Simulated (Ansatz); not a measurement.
Cost and result for the atomization energy of CH6ClNSi, SMILES `CN[SiH2]Cl` (10 atoms, 9 bonds).

```xyz
10

C     1.2695   -0.3112   -0.5352
N    -0.0731    0.2259   -0.6365
Si   -1.1180    0.4175    0.6871
Cl   -1.8140   -1.3547    1.5115
H     1.3059   -1.4017   -0.6385
H     1.9221    0.1296   -1.2933
H     1.6891   -0.0586    0.4414
H    -0.4890    0.1049   -1.5470
H    -2.3105    1.1619    0.2282
H    -0.3819    1.0863    1.7824
```

The species carries charge 0 and has multiplicity 1. All single points use the PBE0-D4/def2-TZVP geometry. It is one conformer, not always the lowest. Program: Ansatz. Hardware: A = 2 threads of an AMD EPYC 7R13 on a shared host; B = 2 threads of an AMD EPYC 7R13 on a shared host and a share of an NVIDIA H100 80 GB. Times are those of one run each, without the atoms' runs, and a repeat can differ threefold. Electronic energies, without spin–orbit coupling; frozen cores. CCSD(T)/CBS extrapolates def2-TZVPP and def2-QZVPP, and its time is that of the two runs behind it. T1 = 0.010. B3LYP takes the VWN-RPA correlation (the form of Gaussian; ORCA's B3LYP/G).

CCSD(T)/CBS is a level of theory with its own doubt, some kJ/mol a heavy atom from the limit and from the frozen cores, so smaller differences don't rank the functionals.

```csv
level,functions,wall time,atomization (kcal/mol),difference from CCSD(T)/CBS,per bond
PBE-D4/def2-TZVPP (with forces) [A],230,3.1 s,831.8,6.8,0.8
PBE0-D4/def2-TZVPP [A],230,3.3 s,822.0,-3.0,-0.3
r2SCAN-D4/def2-TZVPP (with forces) [A],230,5.5 s,822.4,-2.6,-0.3
B3LYP-D4/def2-TZVPP (with forces) [A],230,5.5 s,824.4,-0.6,-0.1
B2PLYP/def2-TZVPP [A],230,6.5 s,814.4,-10.6,-1.2
ωB97X-V/def2-TZVPP [A],230,8.5 s,828.7,3.7,0.4
CCSD(T)/def2-TZVPP [B],230,12 s,801.0,-24.0,-2.7
ωB97M-V/def2-TZVPP (with forces) [A],230,13 s,827.9,2.9,0.3
CCSD(T)/def2-QZVPP [B],434,23 s,815.3,-9.7,-1.1
CCSD(T)/CBS(def2),–,35 s,825.0,0.0,0.0
```

From PBE to PBE0 (25 % exact exchange), in def2-TZVPP and without D4, the atomization energy moves by −9.1 kcal/mol: exact exchange takes away binding that semilocal exchange gives to molecules. In def2-TZVPP, CCSD(T) changes the Hartree–Fock value by +197.6 kcal/mol (the triples alone add +10.3 kcal/mol) and MP2 by +205.2 kcal/mol; breaking electron pairs costs correlation energy, which Hartree–Fock lacks. The D4 term adds +7.7 kcal/mol with B3LYP and +4.0 kcal/mol with PBE0; it sums over pairs of atoms, weighted by their polarisabilities, and B3LYP, whose exchange is more repulsive, gets the larger term.
